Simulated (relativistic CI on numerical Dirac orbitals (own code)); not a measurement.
# Slater and spin-orbit integrals, La45+

Computed by Dirac-Coulomb-Breit CI, separate exchange-only KLI orbitals for each configuration, model QED (radiative potential, 1s self-energy scaled to tabulated hydrogen-like ionisation energies), unscaled Slater integrals (own radial code, finite nucleus).

Slater integrals F^k, G^k are unscaled and averaged over j, outside the closed core [Ne]; ζ comes from projecting the Hamiltonian with its Breit term on Σ l·s of the shell.

- 3s3p: G^1(3s,3p) = 503830, ζ(3p) = 584580 cm⁻¹; <r>(3s) = 0.2535, <r^2>(3s) = 0.07321, <r>(3p) = 0.2453, <r^2>(3p) = 0.06951 (bohr units).
- 3p²: F^2(3p,3p) = 400760, ζ(3p) = 584410 cm⁻¹; <r>(3p) = 0.2455, <r^2>(3p) = 0.06963 (bohr units).
- 3s3d: G^2(3s,3d) = 309960, ζ(3d) = 78707 cm⁻¹; <r>(3s) = 0.2536, <r^2>(3s) = 0.0733, <r>(3d) = 0.2157, <r^2>(3d) = 0.05353 (bohr units).

Averages of the first 10 configurations, taken without configuration mixing, which lowers the lowest level and can move excited configurations by several eV; other configurations of the list can lie among them:

```tsv
Configuration	Parity	States	Average energy above the lowest level (eV)
3s²	even	1	3.9
3s3p	odd	12	176.8
3p²	even	15	367.1
3s3d	even	20	375.7
3d²	even	45	757.0
3p3d	odd	60	558.6
3p4s	odd	12	1883.6
3d4s	even	20	2073.0
3s4s	even	4	1699.7
3s4p	odd	12	1776.8
```
